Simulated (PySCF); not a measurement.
**Electron correlation in Sb⁺ (antimony, charge +1)**

[Kr] 4d10 5s1 5p2 5d1, one real determinant (an excited configuration). Computed with PySCF 2.14 in aug-cc-pVDZ-PP with ECP28MDF, with a scalar-relativistic core potential. Frozen: 4s2 4p6 4d10; 4 electrons correlated.

```
  level  correlation energy (mhartree)
   CCSD                         -28.20
    (T)                          -2.33
CCSD(T)                         -30.53
  CCSDT                         -31.01
```

Diagnostics: T1 = 0.025, D1 = 0.0696, largest double amplitude 0.479.

Q: Is a single reference adequate?

A: Not fully. The real determinant used has ⟨L²⟩ near 8 against 12 for a pure F term, so it mixes terms. The outer electron is Rydberg-like, and this basis confines it to a smaller radius and binds it less than a complete one would. A double-excitation amplitude exceeds 0.15, a sign of near-degeneracy.

The reference is one real determinant that mixes LS terms of this configuration.
